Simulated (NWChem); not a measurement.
System: C₃H₅F; SMILES FC(=C)C

Here is an NWChem input.

```
start job
memory heap 200 mb stack 900 mb global 1100 mb
geometry units angstroms noautosym nocenter noautoz
  C     -1.063545    -0.977506     0.000000
  C     -0.056970    -0.089990     0.000000
  C     -0.137888     1.400678     0.000000
  F      1.225359    -0.529701     0.000000
  H     -2.105078    -0.631446     0.000000
  H     -0.857390    -2.056758     0.000000
  H      0.376567     1.816342     0.891758
  H     -1.187949     1.745199     0.000000
  H      0.376567     1.816342    -0.891758
end
basis spherical
  C library 6-31g*
  F library 6-31g*
  H library 6-31g*
end
dft
  xc b3lyp
  iterations 150
end
property
  response 1 0.0773
end
task dft property
```

All runs use the structure optimised with PBE-D3(BJ)/def2-SVP.

Field at 589 nm.

Predict the main results of this run. (B3LYP/6-31G* (spherical d).) Quantities: isotropic polarisability (bohr³); anisotropy (bohr³).


```json
{
 "isotropic polarisability (bohr³)": "33.0",
 "anisotropy (bohr³)": "23.4"
}
```
